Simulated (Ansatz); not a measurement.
Two members of one family (Ga2O3 pieces, space group 12), computed with Ansatz in the gas phase. The two geometries come from different levels. A negative affinity means that the extra electron isn't bound at that geometry and level; within about 0.2 eV of zero the sign isn't settled. Binding counts from free atoms in the multiplicity of their measured ground term, without zero-point energy. Sets without diffuse functions give affinities that are too small. A dash marks a value that wasn't run or was left out as unsound. The structures are stationary points that may keep the symmetry of their start. Remarks come from the PBE and PBE0 runs and from stability tests at other levels; not every state was tested. A HOMO above zero means that the electron is unbound at that level and held by the basis, or that self-interaction error raises the level; the energy of removing that electron tells which.

First: Ga4O12H12 (singlet, charge 0, r2SCAN-D4/def2-SVP geometry).

Cartesian coordinates in Å:
```
Ga -0.579 -0.935 0.788
Ga -2.650 0.513 -0.673
Ga 1.782 1.403 0.901
Ga 1.819 -1.168 -1.024
O -1.587 1.178 -2.015
O -2.172 -1.325 -0.394
O -4.379 0.911 -0.854
O -0.974 -1.910 2.272
O 2.758 -1.853 -2.371
O 0.306 -0.127 -0.933
O 0.845 -2.302 0.105
O -1.634 0.784 0.878
O 0.470 2.498 0.271
O 2.822 0.249 -0.266
O 0.923 -0.041 1.740
O 3.062 2.135 1.920
H -2.027 1.519 -2.803
H -2.070 -1.928 -1.142
H -4.911 0.672 -0.085
H -1.894 -2.200 2.280
H 2.441 -2.720 -2.654
H -0.246 0.348 -1.613
H 1.201 -2.800 0.853
H -1.005 1.549 0.817
H 0.222 2.310 -0.648
H 3.772 0.226 -0.092
H 0.770 -0.067 2.694
H 2.937 3.083 2.047
```

| level | HOMO (eV) | LUMO (eV) | gap (eV) | vertical EA (eV) | binding per atom (eV) |
| --- | --- | --- | --- | --- | --- |
| PBE-D4/def2-SVP | -5.67 | -1.63 | 4.04 | – | 3.97 |
| PBE-D4/def2-TZVP | -6.05 | -1.98 | 4.07 | 0.27 | 3.92 |
| r2SCAN-D4/def2-TZVP | -6.41 | -1.59 | 4.82 | – | 3.89 |
| PBE0-D4/def2-SVP | -7.44 | -0.73 | 6.72 | – | 3.84 |
| PBE0-D4/def2-TZVP | -7.75 | -1.07 | 6.68 | -0.14 | 3.81 |

Remarks: HOMO above zero (-1 doublet).

Second: Ga5O14H13 (singlet, charge 0, PBE-D4/def2-SVP geometry).

Cartesian coordinates in Å:
```
Ga 0.028 -1.612 0.529
Ga 1.258 1.461 0.463
Ga -2.114 -3.318 2.008
Ga -1.871 0.881 -0.255
Ga 2.964 1.088 -1.806
O 2.275 2.664 -0.950
O 4.466 1.111 -2.789
O 0.761 2.742 1.668
O 1.454 -1.800 -0.620
O -1.584 -1.015 -0.364
O -3.282 1.325 -1.288
O 1.508 0.240 -2.631
O 2.776 0.346 -0.048
O -0.146 1.379 -0.923
O -1.761 1.335 1.539
O 0.477 -0.038 1.515
O -3.290 -2.576 0.828
O -0.410 -3.006 1.623
O -2.820 -4.285 3.338
H 1.615 3.151 -1.481
H 5.209 1.515 -2.303
H 1.126 3.612 1.426
H 1.281 -1.374 -1.494
H -2.386 -1.563 -0.092
H -3.787 2.048 -0.874
H 1.572 0.142 -3.598
H 2.426 -0.618 -0.135
H 0.217 0.930 -1.748
H -1.206 2.142 1.671
H -0.393 0.384 1.831
H -4.238 -2.656 1.037
H -2.123 -4.636 3.923
```

What does the change do? Estimate second minus first.


```tsv
level	Δ HOMO (eV)	Δ LUMO (eV)	Δ gap (eV)	Δ vertical EA (eV)	Δ binding per atom (eV)
PBE-D4/def2-SVP	-0.82	-0.63	0.19	–	0.04
PBE-D4/def2-TZVP	-0.71	-0.51	0.20	0.56	0.04
r2SCAN-D4/def2-TZVP	-0.75	-0.60	0.15	–	0.02
PBE0-D4/def2-SVP	-0.85	-0.63	0.22	–	0.02
PBE0-D4/def2-TZVP	-0.73	-0.50	0.23	0.52	0.02
```

Remarks: HOMO above zero (-1 doublet).
